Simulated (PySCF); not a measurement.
**Magnetic susceptibility: `CCCO[Si@H](N)O`, C3H11NO2Si**

Molfile (atoms numbered from 1):
```
C3H11NO2Si
     RDKit          3D

 18 17  0  0  0  0  0  0  0  0999 V2000
    2.8756   -1.0539    0.4794 C   0  0  0  0  0  0  0  0  0  0  0  0
    1.4187   -1.1897    0.0577 C   0  0  0  0  0  0  0  0  0  0  0  0
    0.6221    0.0720    0.3732 C   0  0  0  0  0  0  0  0  0  0  0  0
   -0.7225   -0.1206    0.0237 O   0  0  0  0  0  0  0  0  0  0  0  0
   -1.9166    0.9716   -0.0127 Si  0  0  2  0  0  4  0  0  0  0  0  0
   -3.3157    0.3206   -0.7766 N   0  0  0  0  0  0  0  0  0  0  0  0
   -1.3770    2.2534   -0.8653 O   0  0  0  0  0  0  0  0  0  0  0  0
    3.3460   -0.2197   -0.0363 H   0  0  0  0  0  0  0  0  0  0  0  0
    3.4248   -1.9617    0.2423 H   0  0  0  0  0  0  0  0  0  0  0  0
    2.9480   -0.8777    1.5503 H   0  0  0  0  0  0  0  0  0  0  0  0
    1.3555   -1.3838   -1.0142 H   0  0  0  0  0  0  0  0  0  0  0  0
    0.9545   -2.0304    0.5767 H   0  0  0  0  0  0  0  0  0  0  0  0
    0.6871    0.2990    1.4448 H   0  0  0  0  0  0  0  0  0  0  0  0
    1.0265    0.9274   -0.1793 H   0  0  0  0  0  0  0  0  0  0  0  0
   -2.3214    1.3848    1.3284 H   0  0  0  0  0  0  0  0  0  0  0  0
   -3.2610    0.1398   -1.7671 H   0  0  0  0  0  0  0  0  0  0  0  0
   -3.7599   -0.4616   -0.3270 H   0  0  0  0  0  0  0  0  0  0  0  0
   -1.9934    2.9368   -1.1096 H   0  0  0  0  0  0  0  0  0  0  0  0
  1  2  1  0
  2  3  1  0
  3  4  1  0
  4  5  1  0
  5  6  1  0
  5  7  1  0
  1  8  1  0
  1  9  1  0
  1 10  1  0
  2 11  1  0
  2 12  1  0
  3 13  1  0
  3 14  1  0
  5 15  1  1
  6 16  1  0
  6 17  1  0
  7 18  1  0
M  END
```

Computed, not measured: GIAO B3LYP/pcSseg-1 magnetisability, rotational g tensor and spin-rotation constants, non-relativistic, gas phase in PySCF. Geometry: GFN2-xTB.

Q: What are the magnetisability and the molar susceptibility?

A: Isotropic -1319 × 10⁻³⁰ J/T², or -79.4 × 10⁻⁶ cm³/mol; principal values -1400, -1291, -1266 × 10⁻³⁰ J/T², anisotropy 124 × 10⁻³⁰ J/T² (root of half the summed squared differences of the principal values). The susceptibility is in cgs units.

Q: Split it along the inertial axes a, b, c into diamagnetic and paramagnetic parts about the centre of mass, with the quadrupole moment.

A: 
```tsv
axis	χ (10⁻⁶ cm³/mol)	diamagnetic (10⁻⁶ cm³/mol)	paramagnetic (10⁻⁶ cm³/mol)	summed x² of all electrons (Å²)	quadrupole Θ (D Å)
a	-81.3	-341.7	260.4	325.0	+2.11
b	-79.5	-1487.5	1408.0	54.9	+0.32
c	-77.5	-1611.6	1534.1	25.6	-2.43
```
Anisotropies 2χaa − χbb − χcc = -5.6 and 2χbb − χaa − χcc = -0.1 × 10⁻⁶ cm³/mol. Θ is traceless in Buckingham's convention.

Q: And the rotational g tensor?

A: 
| axis | rotational constant (GHz) | g | nuclear part | electronic part |
| --- | --- | --- | --- | --- |
| a | 5.3574 | -0.0175 | 0.6379 | -0.6554 |
| b | 0.8989 | -0.0033 | 0.5914 | -0.5946 |
| c | 0.8191 | -0.0031 | 0.5873 | -0.5904 |

Asymmetric top; isotopes 12C, 1H, 14N, 16O, 28Si; no vibrational averaging.
